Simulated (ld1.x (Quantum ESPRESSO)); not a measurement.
**What one change does to a pseudopotential (Pb, ultrasoft)**

* Element: Pb
* Generator: ld1.x (Quantum ESPRESSO) 7.5
* Type: ultrasoft
* Functional: LDA (PZ)
* Relativity: scalar-relativistic
* Frozen core: [Xe] 4f14 5d10
* Valence charge: 4
* Reference configuration: 6s2 6p2
* Partial waves: 6s (bound): rcut 1.65, rcutus 2.05 bohr; 6s channel at 1.95 Ry: rcut 1.65, rcutus 2.05 bohr; 6p (bound): rcut 1.75, rcutus 2.30 bohr; 6p channel at 0.55 Ry: rcut 1.75, rcutus 2.30 bohr
* Local potential: all-electron potential smoothed inside 2.15 bohr (lloc = -1)
* Core correction: a·sin(br)/r model core inside 1.05 bohr
* Augmentation charge: built from norm-conserving waves at rcut, not smoothed further

All-electron outer shells of the reference configuration (LDA (PZ), scalar-relativistic, ld1.x):

```
shell  level (eV)  outermost node (bohr)  outermost maximum (bohr)
   5p      -85.96                   0.49                      0.88
   5d      -21.29                   0.52                      1.07
   6s      -12.32                   1.01                      1.95
   6p       -3.71                   1.18                      2.63
```

Change: wave 6s channel at 1.95 Ry: rcut 1.65, rcutus 2.05 bohr becomes 6s channel at -0.27 Ry: rcut 1.65, rcutus 2.05 bohr.

Cutoffs: the cutoffs (Ry, on a coarse ladder) from which the occupation-weighted sum of valence levels, in a spherical-Bessel basis at the reference potential, stays within 10 and 1 mRy of its value at 400 Ry; they do not see the model core or the augmentation charge, which bear on the density cutoff. Errors are all-electron minus pseudo energies relative to the spin-unpolarised reference configuration.

Q: How do hardness, ghosts and transferability respond?

A: The potential gets harder (8 Ry and 12 Ry → 8 Ry and 15 Ry); both files keep a bound ghost (d); the errors of the 9 common tests hardly move; the range in which the s phases agree narrows (upper end 5.0 → 3.1).

```csv
quantity,base,changed
"cutoff, loose",8 Ry,8 Ry
"cutoff, tight",12 Ry,15 Ry
bound ghosts,d,d
"error for 6s2 6p1, meV [ΔE 6.83 eV]",-19,-19
"error for 6s2 6p0, meV [ΔE 20.59 eV]",-129,-130
"error for 6s1 6p0, meV [ΔE 53.47 eV]",-651,-652
"error for 6s0 6p4, meV [ΔE 18.03 eV]",-125,-125
"error for 6s2 6p2.3, meV [ΔE -0.86 eV]",-0.1,0.0
"error for 6s2 6p1.5, meV [ΔE 2.61 eV]",-3.8,-3.8
"error for 6s1 6p2, meV [ΔE 16.43 eV]",-90,-90
"error for 6s2 6p2 (spin-polarised), meV [ΔE -0.45 eV]",-6.0,-6.0
"error for 6s2 6p1 (spin-polarised), meV [ΔE 6.69 eV]",-22,-22
s: phases at 2.49 bohr within 0.05 rad from the reference energy up to (Ry; the scan ends near 5),5.0,3.1
p: phases at 2.49 bohr within 0.05 rad from the reference energy up to (Ry; the scan ends near 5),3.0,3.0
lowest overlap eigenvalue by channel,"s 0.41, p 0.59","s 0.36, p 0.59"
```

 A true bound ghost makes a file unfit for plane-wave use even where its test errors are small: the radial tests pick states by their node count and pass the ghost by.
